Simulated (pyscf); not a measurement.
PySCF, gas phase, ωB97X-D3(BJ)/def2-SVP geometries. Correlated levels are frozen-core, on RHF or UHF. ΔMP2 is the change of the MP2 total energy from the triple- to the quadruple-zeta basis.

HB=O → B–OH [singlet]
Surface: singlet. Broken: B–H. Formed: H–O. Give ΔE‡ and ΔE from MP2/def2-QZVPP, relative to the reactant's lowest minimum found.

ΔE‡ = 3.37 eV, ΔE = +2.18 eV. CCSD(T)/def2-TZVPP + ΔMP2(QZVPP) gives 3.21 eV and +1.93 eV. Zero-point energy shifts the barrier by -0.14 eV. It is a hydrogen shift, with an imaginary mode of 1496i cm⁻¹. The CCSD(T) − MP2 part came from Ansatz, without density fitting, on the same reference.
